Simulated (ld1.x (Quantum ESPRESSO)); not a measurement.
carbon (C): from the effect back to the setting (RRKJ)

Base potential:

```
Element                 : C
Generator               : ld1.x (Quantum ESPRESSO) 7.5
Type                    : norm-conserving RRKJ (Kleinman–Bylander form)
Functional              : LDA (PZ)
Relativity              : scalar-relativistic
Frozen core             : [He]
Valence charge          : 4
Reference configuration : 2s1.5 2p2.5
Partial waves           : 2p (bound): rc 2.20 bohr; 3d channel at -0.15 Ry: rc 1.80 bohr; 2s (bound): rc 1.00 bohr
Local potential         : the s channel
Core correction         : a·sin(br)/r model core inside 0.75 bohr
rho0                    : 0.001
```

Cutoffs, loose and tight: the cutoffs (Ry, on a coarse ladder) from which the occupation-weighted sum of valence levels, in a spherical-Bessel basis at the reference potential, stays within 10 and 1 mRy of its value at 400 Ry. They do not see the model core or the augmentation charge, which bear on the density cutoff. Test errors are all-electron minus pseudo excitation energies from the reference, over the configurations 2s2 2p2; 2s2 2p1; 2s2 2p0; 2s1 2p2; 2s1 2p3; 2s2 2p2.3; 2s2 2p1.5 (two spin-polarised tests are not counted in the largest error); variants that change the core or the reference have their own tests.

Only the scale of all radii but the core radius (base = 1) is moved:

```tsv
scale of all radii but the core radius (base = 1)	cutoff, loose	cutoff, tight	bound ghosts	largest test error (meV)	median size of the test errors
0.76	110 Ry	260 Ry	none	+229	2.6 meV
0.86	60 Ry	120 Ry	none	+335	6.5 meV
0.96	35 Ry	90 Ry	none	+486	10.4 meV
1.04	35 Ry	90 Ry	none	+714	14.6 meV
1.11	35 Ry	90 Ry	none	+862	16.6 meV
1.2	30 Ry	80 Ry	none	+1239	18.8 meV
1.4	25 Ry	60 Ry	none	+2044	33.5 meV
```

**Question.** One more run gave cutoff, loose: 30 Ry; cutoff, tight: 70 Ry; bound ghosts: none; largest test error (meV): +1476; median size of the test errors: 21.1 meV. Which value of the scale of all radii but the core radius (base = 1) was used?

**Answer.** 1.3. The median size of the test errors moves one way along this sweep, from 2.6 meV at 0.76 to 33.5 meV at 1.4, which places the run between 1.2 and 1.4.
